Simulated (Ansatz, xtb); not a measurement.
FGaH4NP: which of two isomers lies lower

We compare X, `[F][Ga@@H-]1[NH2+][PH]1`, a singlet, with Y, `[F][GaH][NH]P`, a singlet. Both are isolated molecules in the gas phase, relaxed with PBE0-D3(BJ)/def2-SVP; the shapes shown needn't be the lowest conformers.

X (Å):

```xyz
8

F    -2.5605   -0.7917    0.2346
Ga   -1.0440   -0.8684   -0.6730
N    -0.1375    0.9314   -0.1427
P    -0.6902    1.0572   -1.9294
H    -0.1698   -2.1490   -0.5800
H    -0.6951    1.5390    0.4576
H     0.8500    1.1080    0.0315
H     0.5573    0.5449   -2.4081
```

Y (Å):

```yaml
atoms:
  - { symbol: F, position_ang: [-2.4137, -1.1419, 1.1781] }
  - { symbol: Ga, position_ang: [-0.8806, -1.0832, 0.3227] }
  - { symbol: N, position_ang: [-0.7240, 0.4460, -0.6495] }
  - { symbol: P, position_ang: [0.6516, 0.8259, -1.6071] }
  - { symbol: H, position_ang: [0.1285, -2.2439, 0.4564] }
  - { symbol: H, position_ang: [-1.4988, 1.1042, -0.6163] }
  - { symbol: H, position_ang: [0.9046, 2.1802, -1.2086] }
  - { symbol: H, position_ang: [0.0333, 1.2376, -2.8340] }
```

Task: Estimate which is lower in electronic energy at CCSD(T)/def2-SVP + ΔMP2/def2-TZVPP, and by roughly how much.

Result: The CCSD(T)/def2-SVP + ΔMP2/def2-TZVPP calculation puts structure Y lower, by 4.0 kcal/mol.

Level by level:

```json
{"level": "PBE0-D3(BJ)/def2-SVP", "geometry": "PBE0-D3(BJ)/def2-SVP", "E(Y) − E(X) (kcal/mol)": "0.0", "departure from the last row (kcal/mol)": "+4.0", "job, with rough time for the two": "optimisation, 24 s"}
{"level": "HF/def2-SVP", "geometry": "PBE0-D3(BJ)/def2-SVP", "E(Y) − E(X) (kcal/mol)": "−8.4", "departure from the last row (kcal/mol)": "−4.4", "job, with rough time for the two": "part of the CCSD(T) run"}
{"level": "MP2/def2-SVP", "geometry": "PBE0-D3(BJ)/def2-SVP", "E(Y) − E(X) (kcal/mol)": "−4.1", "departure from the last row (kcal/mol)": "−0.2", "job, with rough time for the two": "part of the CCSD(T) run"}
{"level": "CCSD(T)/def2-SVP", "geometry": "PBE0-D3(BJ)/def2-SVP", "E(Y) − E(X) (kcal/mol)": "−3.2", "departure from the last row (kcal/mol)": "+0.8", "job, with rough time for the two": "single point"}
{"level": "CCSD(T)/def2-SVP + ΔMP2/def2-TZVPP", "geometry": "PBE0-D3(BJ)/def2-SVP", "E(Y) − E(X) (kcal/mol)": "−4.0", "departure from the last row (kcal/mol)": "", "job, with rough time for the two": "single point, 18 s"}
```

As drawn, Y has 1 P–H in place of 1 Ga–P, 1 N–H. Structure X has a 3-membered ring, Y no ring.

PBE0-D3(BJ)/def2-SVP finds them nearly level. The largest departure from CCSD(T)/def2-SVP + ΔMP2/def2-TZVPP is that of HF/def2-SVP, 4.4 kcal/mol. Levels run at GFN2-xTB geometries aren't shown. The last row adds to CCSD(T) the change of the MP2 difference between the two basis sets, here −0.8 kcal/mol.

With harmonic frequencies from PBE0-D3(BJ)/def2-SVP (ideal gas, rigid rotor, one conformer each, 298.15 K, 1 atm): on the last row, ΔE + ΔZPE = −5.7, ΔH = −5.5, ΔG = −6.3 kcal/mol.

The correlated steps freeze 16 core orbitals; the filled d shell of Ga is correlated, in a basis made for valence electrons. Mirror images aren't counted in ΔG. Run with Ansatz 0.2.0; the last row on 2 threads of Arm Neoverse V2 on a shared host.
